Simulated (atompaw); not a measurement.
**What one change does to a pseudopotential (magnesium, PAW (atompaw))**

- Element: Mg (Z = 12)
- Generator: atompaw 4.2.0.5
- Type: PAW
- Functional: LDA (PW92)
- Relativity: scalar-relativistic
- Frozen core: [Ne]
- Valence charge: 2
- Reference configuration: 3s1.5 3p0.5
- Partial waves: 3s (bound): rc 2.55 bohr; 3s channel at 0.25 Ry: rc 2.05 bohr; 3p (bound): rc 2.55 bohr; 3p channel at 0.35 Ry: rc 2.55 bohr
- Local potential: troulliermartins scheme with l = 2 at 0 Ry, radius 1.65 bohr
- Core correction: smooth core density matched at 1.65 bohr
- Augmentation charge: besselshape compensation charge, radius 2.20 bohr; PAW radius 2.55 bohr; waves and projectors: custom rrkj gramschmidtortho

Change: all radii scaled by about 0.85 (s 2.16, p 2.16 bohr); local potential troulliermartins scheme with l = 2 at 0 Ry, radius 1.40 bohr; augmentation besselshape compensation charge, radius 1.86 bohr; PAW radius 2.16 bohr; waves and projectors: custom rrkj gramschmidtortho; core correction smooth core density matched at 1.40 bohr.

Cutoffs: the cutoffs (Ry, on a coarse ladder) from which the occupation-weighted sum of valence levels, in a spherical-Bessel basis at the reference potential, stays within 10 and 1 mRy of its value at 400 Ry; they do not see the model core or the augmentation charge, which bear on the density cutoff.

Q: What does the change do?

A: Both files are very soft, the changed one slightly harder (loose and tight cutoff 6 and 6 Ry → 6 and 8 Ry on this coarse ladder); a bound ghost appears in p, s, which as a rule spoils a file.

```csv
quantity,base,changed
"cutoff, loose",6 Ry,6 Ry
"cutoff, tight",6 Ry,8 Ry
bound ghosts,none,"s, p"
lowest overlap eigenvalue by channel,"s 0.15, p 0.70","s 0.06, p 0.80"
```

 A true bound ghost makes a file unfit for plane-wave use even where its test errors are small: the radial tests pick states by their node count and pass the ghost by. The cutoffs see the waves, projectors and local potential, not the compensation charge or the core.
